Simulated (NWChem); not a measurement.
# A calculation on H4N2Si

```xyz
7

Si     0.0000     0.0000    -0.6665
N      1.3245     0.0000     0.4435
H      1.2910     0.0000     1.4591
H      2.2784     0.0000     0.1014
N     -1.3245     0.0000     0.4435
H     -2.2784     0.0000     0.1014
H     -1.2910     0.0000     1.4591
```
Charge 0, spin multiplicity 1.

The numbers come from NWChem runs, not from measurements. Structure: optimised with PBE0/def2-SVP, a minimum by its harmonic frequencies. It is one conformer; others weren't searched.

Symmetry labels belong to the abelian group C2v used in the runs, with the axes of the coordinates shown.

The structure started from a generated list of species.

List the lowest 4 singlet excitations that CIS/def2-SVPD gives, with oscillator strengths.


```
state  symmetry  energy (eV)  wavelength (nm)      f
-----  --------  -----------  ---------------  -----
1            b2         5.63              220  0.191
2            b1         6.93              179  0.321
3            a1         7.27              171  0.003
4            a2         7.69              161  0.000
```
